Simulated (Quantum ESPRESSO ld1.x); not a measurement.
Q: The mean radii <r> (bohr) of the occupied orbitals of an atom or ion are listed with their occupations. Calculated with ld1.x of Quantum ESPRESSO 7.5: Dirac Kohn-Sham, LDA (Slater exchange, VWN5 correlation), spin-unpolarised, spherical densities, point nucleus.

| orbital | occ. | <r> |
|---|---|---|
| 1s1/2 | 2 | 0.1310 |
| 2s1/2 | 2 | 0.6512 |
| 2p1/2 | 1.33333 | 0.6049 |
| 2p3/2 | 2.66667 | 0.6065 |

Name the element and its charge. Open shells, if any, are shared by 2j + 1.

A: Z = 12, magnesium, charge +4: Mg4+ in [He] 2s2 2p4. The 1s radius gives Z: for a bare nucleus <r> = (2 gamma + 1)/(2Z) with gamma = sqrt(1 - (Z/c)^2), 0.1247 bohr for Z = 12, and screening makes it slightly larger (0.1310 here). The occupations add up to 8, and the charge is Z minus that.
